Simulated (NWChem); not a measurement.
System: C3H6NO, doublet; SMILES CN([C]=O)C

The following NWChem deck was run.

```
start job
memory heap 200 mb stack 900 mb global 1100 mb
geometry units angstroms noautosym nocenter noautoz
  C      0.913992    -1.488813    -0.000007
  N      0.060527    -0.327058     0.000200
  C     -1.374601    -0.534981    -0.000115
  C      0.579917     0.905173     0.000090
  O      0.042108     1.972099     0.000035
  H      1.962143    -1.163348     0.000724
  H      0.735943    -2.112547     0.892807
  H      0.736932    -2.111626    -0.893672
  H     -1.870504     0.443783     0.001362
  H     -1.689549    -1.097320    -0.895225
  H     -1.689399    -1.099864     0.893432
end
basis spherical
  C library def2-svp
  N library def2-svp
  O library def2-svp
  H library def2-svp
end
dft
  odft
  mult 2
  xc b3lyp
  iterations 150
  mulliken
end
task dft energy
esp
  recalculate
  probe 0.07
  range 0.3
  factor 1.0
  spacing 0.02
end
task esp
```

Geometry: optimised at PBE0/def2-SVP, spin-unrestricted. Not confirmed as a minimum by frequencies. No stability test was run on the SCF state.

Atomic charges in e: unrestrained fits to the electrostatic potential beside Mulliken populations; buried atoms are poorly determined by the fit.

Atoms are numbered as in the input.

Task: What results follow from this input? (B3LYP/def2-SVP, spin-unrestricted.) Quantities: ESP C1; Mulliken C1; ESP N2; Mulliken N2; ESP C3; Mulliken C3; ESP C4; Mulliken C4; ESP O5; Mulliken O5; relative RMS misfit of the potential (%).

Result: 
* **ESP C1**: -0.15
* **Mulliken C1**: 0.14
* **ESP N2**: 0.18
* **Mulliken N2**: -0.28
* **ESP C3**: 0.06
* **Mulliken C3**: 0.11
* **ESP C4**: -0.02
* **Mulliken C4**: 0.05
* **ESP O5**: -0.30
* **Mulliken O5**: -0.19
* **relative RMS misfit of the potential (%)**: 26
